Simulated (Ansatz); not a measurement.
Ansatz (a program for electronic structure) input:

Ansatz 0.2 input:
```yaml
crystal:
  periodic: [false, false, false]
  atoms:
    - {symbol: C, position_ang: [-0.18626734, -1.01819829, 0.69076495]}
    - {symbol: C, position_ang: [0.37705736, 0.03734785, 0.14778293]}
    - {symbol: O, position_ang: [-0.06247492, 0.87755403, -0.78775978]}
    - {symbol: H, position_ang: [-1.23594206, -1.24403079, 0.51478391]}
    - {symbol: H, position_ang: [0.37796789, -1.67190592, 1.33931723]}
    - {symbol: H, position_ang: [0.21303349, 1.78060702, -0.58331023]}
basis:
  gaussian:
    orbitals: def2-TZVP
hamiltonian:
  xc: b3lyp
  dispersion: d3bj
magnetization: {spin_polarized: true, initial_magnetization: 1}
phonons: {temperatures: {t_min: 298.15, t_max: 298.15, t_step: 100}}
```

Question: Predict the final energy.

Answer: -153.20363 Eh (B3LYP-D3(BJ)/def2-TZVP). The basis has 111 functions.

It need not be the lowest isomer of its formula.
